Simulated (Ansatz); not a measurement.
Consider the substitution at a C–Ga bond: `N=[C](N)[GaH2]` + HCl → `N=C(N)Cl` + `[GaH3]`.

Calculated with Ansatz (gas phase, PBE0-D4/def2-TZVP geometries, no zero-point term in ΔE). CBS: MP2 limit from def2 TZ/QZ plus the TZ coupled-cluster correction, frozen cores. This one scheme is used for every species. DFT in def2-TZVPP. For Ga outer-core shells are correlated without core-valence functions, which leaves a few kJ/mol of doubt a bond. Scalar relativity is left out up to krypton. Each species was taken in one conformer, which may not be the lowest.

| level | ΔE (kcal/mol) | difference from CCSD(T)/CBS |
| --- | --- | --- |
| PBE-QIDH | 5.3 | -2.8 |
| r2SCAN | 3.5 | -4.6 |
| r2SCANh | 3.7 | -4.4 |
| BHLYP | 4.8 | -3.3 |
| CAM-B3LYP | 4.8 | -3.3 |
| CCSD/def2-SVP | 5.0 | -3.1 |
| MP2/def2-TZVPP | 6.9 | -1.2 |
| HF/def2-QZVPP | 4.5 | -3.6 |
| MP2/def2-QZVPP | 7.3 | -0.8 |
| MP2/CBS(def2) | 7.6 | -0.5 |
| CCSD(T)/CBS | 8.1 | 0 |

Largest T1 diagnostic among the species: 0.014.

At CCSD(T), def2-SVP lies −3.2 kcal/mol from the extrapolated value and def2-TZVPP −0.7 kcal/mol. Leaving LDA and LC-ωPBE aside and taking each functional with its dispersion term where it has one, the values, not all of them listed here, spread over 3.6 kcal/mol, from B97M-V to BHLYP-D4.
